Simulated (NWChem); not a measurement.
# AlSiH3ClF; SMILES [F][Al]([SiH3])[Cl]

```xyz
7

Al    -0.3923    -0.1440     0.0025
Cl     0.8116    -1.8602    -0.0004
F     -2.0338    -0.4105    -0.0011
Si     0.5283     2.1047    -0.0001
H     -0.5499     3.1292     0.1382
H      1.2634     2.3412    -1.2817
H      1.4973     2.2552     1.1293
```
Atoms are numbered in this order, from 1.

Computed with NWChem. Medium grid unless said otherwise, to which SCAN and Minnesota functionals are sensitive. Coordinates come from a PBE0/def2-SVP optimisation.

**Question.** Order these by “highest occupied level (eV)”, lowest first: HCTH/407/def2-SVP; LC-wPBE (HJS exchange hole, range parameter 0.4 per bohr)/def2-SVP; B3LYP/def2-SVP.

**Answer.** LC-wPBE (HJS exchange hole, range parameter 0.4 per bohr)/def2-SVP (-11.11), B3LYP/def2-SVP (-8.24), HCTH/407/def2-SVP (-7.46)
